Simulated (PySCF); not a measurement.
A structure optimised at B3LYP-D3(BJ)/def2-TZVPD, used in a PySCF frequency run:

```
Na
F 1 1.9356
```

Problem. Write its SMILES, formula and point group.

Solution. [F][Na], FNa, C∞v

Problem. What are its rotational constants (standard atomic weights)?

Solution. 12.968 GHz (linear rotor, B only)
